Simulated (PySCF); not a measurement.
# Computed vibrations of [Tm(H2O)2]3+

[Tm(H2O)2]3+ (singlet in the valence; each metal's 4f electrons, 12 of them, lie in its core potential, out of spins and levels). PySCF 2.14.0, RKS PBE0, Tm lcecp-1-SVP with ECP58, O def2-SVP, H def2-SVP; non-relativistic Hamiltonian with scalar-relativistic core potentials where named; density fitting; no spin-orbit coupling. Central differences of gradients.

```xyz
7

Tm    0.0000    0.0000    0.0000
O     0.0000    0.0000    2.2049
H     0.5465    0.5465    2.8308
H    -0.5465   -0.5465    2.8308
O     0.0000    0.0000   -2.2049
H     0.5465   -0.5465   -2.8308
H    -0.5465    0.5465   -2.8308
```

Run from Python with OMP_NUM_THREADS=2. Where DIIS fails, smearing, a level shift and second-order steps follow.
It took 37 s on 2 threads of Arm Neoverse V2, with other jobs on the host.

(1) What are the harmonic wavenumbers and infrared intensities?

(2) Is this a minimum?

An lcecp potential fixes the number of 4f electrons, so in runs with it no electron can move into or out of that shell.

## Answers

(1) Modes are labelled in D2d; negative numbers are unstable modes, those under 60 cm⁻¹ near the noise; a finer grid moves soft modes by up to 10 cm⁻¹.
```json
{"cm⁻¹": "-67", "km/mol": "–", "symmetry": "e"}
{"cm⁻¹": "-67", "km/mol": "–", "symmetry": "e"}
{"cm⁻¹": "149", "km/mol": "0.0", "symmetry": "b1"}
{"cm⁻¹": "435", "km/mol": "57.2", "symmetry": "b2"}
{"cm⁻¹": "437", "km/mol": "0.0", "symmetry": "a1"}
{"cm⁻¹": "666", "km/mol": "62.1", "symmetry": "e"}
{"cm⁻¹": "666", "km/mol": "62.1", "symmetry": "e"}
{"cm⁻¹": "741", "km/mol": "431.9", "symmetry": "e"}
{"cm⁻¹": "741", "km/mol": "431.9", "symmetry": "e"}
{"cm⁻¹": "1672", "km/mol": "351.1", "symmetry": "b2"}
{"cm⁻¹": "1676", "km/mol": "0.0", "symmetry": "a1"}
{"cm⁻¹": "3487", "km/mol": "1413.9", "symmetry": "b2"}
{"cm⁻¹": "3505", "km/mol": "0.0", "symmetry": "a1"}
{"cm⁻¹": "3512", "km/mol": "515.3", "symmetry": "e"}
{"cm⁻¹": "3512", "km/mol": "515.3", "symmetry": "e"}
```

(2) No: 2 unstable; the lowest moves the atoms so:
```
Tm  -0.05  0.05  0.00
O    0.22 -0.23  0.00
H    0.31 -0.33  0.00
H    0.31 -0.33  0.00
O    0.22 -0.23  0.00
H    0.29 -0.31  0.12
H    0.29 -0.31 -0.12
```
